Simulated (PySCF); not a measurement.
Input for PySCF:
```python
from pyscf import gto, scf, dft

mol = gto.M(
    atom='''
Sb    0.37750143   -0.02033636    0.45805429
Cl    0.77066814    0.35397311   -1.77453146
Cl   -1.90317243   -0.29296404    0.40036859
''',
    basis='def2-svp',
    ecp={'Sb': 'def2-svp'},
    charge=1,
    verbose=4,
)

mf = dft.RKS(mol)
mf.xc = 'blyp'
mf = mf.density_fit(auxbasis='def2-universal-jkfit')
mf.kernel()
```

Problem. What is the computed HOMO energy (DF-BLYP/def2-SVP in PySCF)?

Solution. -13.31 eV

Problem. What number of basis functions does DF-BLYP/def2-SVP give?

Solution. 62

Problem. Estimate the total energy that DF-BLYP/def2-SVP returns for this input.

Solution. -1160.0753 Eh

Problem. What is the computed nuclear repulsion energy (DF-BLYP/def2-SVP)?

Solution. 223.7148 Eh

Problem. Estimate the Mulliken (on the basis functions themselves) charges in atom order that DF-BLYP/def2-SVP returns for this input.

Solution. Sb1 1.00, Cl2 0.00, Cl3 0.00

Problem. Give the HOMO-LUMO gap at the level DF-BLYP/def2-SVP.

Solution. 2.50 eV
